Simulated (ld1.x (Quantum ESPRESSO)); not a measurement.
**Logarithmic derivatives: N, TM**

- Element: N (Z = 7)
- Generator: ld1.x (Quantum ESPRESSO) 7.5
- Type: norm-conserving Troullier–Martins (Kleinman–Bylander form)
- Functional: LDA (PZ)
- Relativity: fully relativistic
- Frozen core: [He]
- Valence charge: 5
- Reference configuration: 2s1 2p4
- Partial waves: 2p (bound): rc 1.30 bohr; 3d channel at -0.2 Ry: rc 1.10 bohr; 2s (bound): rc 0.65 bohr
- Local potential: the s channel
- Core correction: Bessel-smoothed model core, default radius (core density twice the valence density)

Open shells are filled in proportion to 2j + 1 (rel_dist='average').

The phase is arctan(r·u′/u) with u = r·R(r), unwrapped; energies in Ry, scanned from -3 to 5 Ry. A pole is an energy at which the radial function vanishes at the test radius. The pseudo phase is shifted by a multiple of π to meet the all-electron one at the reference energy, and phase errors are pseudo minus all-electron; the curves can meet again beyond the range given. Levels narrower than the energy grid can be missing from the lists of poles.

**Question.** For each channel, where are the poles, and over which energies does the pseudopotential scatter like the atom?

**Answer.**

```csv
channel,radius (bohr),reference energy (Ry),"poles, all-electron","poles, pseudo",unbroken range about the reference energy with phases within 0.05 rad,phase error 1 Ry above the reference energy (rad)
s,1.40,-1.39,2.04,1.99,the whole range,-0.001
p1/2,1.40,-0.56,2.05,2.09,the whole range,+0.001
p3/2,1.40,-0.56,2.06,2.09,the whole range,+0.001
d3/2,1.40,-0.20,none,none,the whole range,+0.000
d5/2,1.40,-0.20,none,none,the whole range,+0.000
```

Phases in the d5/2 channel:

```
E (Ry)  all-electron  pseudo
 -3.00         1.255   1.255
 -2.52         1.241   1.241
 -2.04         1.225   1.225
 -1.56         1.206   1.206
 -1.08         1.185   1.185
 -0.60         1.160   1.160
 -0.12         1.131   1.131
  0.36         1.095   1.095
  0.84         1.051   1.051
  1.32         0.997   0.997
  1.80         0.926   0.926
  2.28         0.833   0.833
  2.76         0.707   0.707
  3.24         0.533   0.533
  3.72         0.293   0.294
  4.20        -0.012  -0.011
  4.68        -0.344  -0.343
```
